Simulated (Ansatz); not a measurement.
`BBB[SeH]`, charge 0, multiplicity 1.

(1) Give a relaxed structure at PBE0-D4/def2-TZVP (Ansatz 0.2.0). (Estimate.)

Answers

(1) The calculation gave: 
Z-matrix (Å, degrees):
```
B
B 1 1.624
H 1 1.199 2 122.9
H 1 1.201 2 120.5 3 179.6
B 2 1.646 1 125.1 3 -87.7
H 2 1.206 1 117.8 3 90.6
Se 5 1.914 2 122.4 1 -87.2
H 5 1.196 2 120.2 1 92.2
H 7 1.470 5 97.5 2 -179.2
```
This is one stationary point; other conformers may exist.
